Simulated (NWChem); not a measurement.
System: PbNH₂Cl, singlet; SMILES [NH2][Pb][Cl]

```xyz
5

Pb    -0.2328    -0.3614     0.0000
Cl     0.0702     2.1243     0.0000
N      1.8621    -0.7048     0.0000
H      2.3261    -1.6085     0.0000
H      2.5320     0.0602     0.0000
```
Atoms are numbered in this order, from 1.

Program: NWChem. Low-valent species are run as closed-shell singlets; no triplet was tried in these runs. All runs use the structure optimised with PBE0/def2-SVP. def2 effective core potentials on Pb; no spin-orbit coupling. Ions are spin-unrestricted doublets at the neutral geometry; other ion states weren't tried. Functional: LC-ωPBE (HJS hole) with def2-SVP; rows give the range parameter ω in 1/bohr.

| range parameter (1/bohr) | vertical ionisation energy, ΔSCF (eV) | −ε(HOMO) (eV) | ΔSCF minus −ε(HOMO) (eV) |
|---|---|---|---|
| 0.15 | ? | ? | ? |
| 0.25 | 9.12 | 8.75 | 0.37 |
| 0.40 | 9.15 | 9.76 | -0.61 |
| 0.50 | 9.12 | 10.22 | -1.10 |
| 0.60 | 9.08 | 10.54 | -1.46 |

**Question.** What belongs in the gaps?

**Answer.** 
- 0.15, vertical ionisation energy, ΔSCF (eV): 8.98
- 0.15, −ε(HOMO) (eV): 7.77
- 0.15, ΔSCF minus −ε(HOMO) (eV): 1.21
